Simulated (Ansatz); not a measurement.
Program: Ansatz. Geometries: PBE0-D4/def2-TZVP. ΔE: electronic, gas phase. CBS: MP2 limit from def2 TZ/QZ plus the TZ coupled-cluster correction, frozen cores. This one scheme is used for every species. Elements past krypton have def2 core potentials. For Sb outer-core shells are correlated without core-valence functions, which leaves a few kJ/mol of doubt a bond. Each species was taken in one conformer, which may not be the lowest.

`NBO[SiH3]` + `[Cl][SbH2]` → `[SiH3][SbH][Cl]` + `NBO`  (formal exchange of groups at the Si–O bond)

```tsv
level	ΔE (eV)
CCSD/def2-SVP	0.53
HF/def2-TZVPP	0.83
```

Problem. What does CCSD(T)/CBS give? (Best estimate.)

Solution. The calculation gave: +0.54 eV. The listed levels differ from it by -0.01, 0.29 eV.

Largest T1 diagnostic among the species: 0.013.

From BLYP to BHLYP (50 % exact exchange), in def2-TZVPP and without D4, ΔE moves by +0.14 eV. Leaving LDA and LC-ωPBE aside and taking each functional with its dispersion term where it has one, the values, not all of them listed here, spread over 0.31 eV, from PBE-D4 to B97M-V. In def2-TZVPP, CCSD(T) changes the Hartree–Fock value by −0.23 eV (the triples alone add −0.04 eV) and MP2 by −0.25 eV.
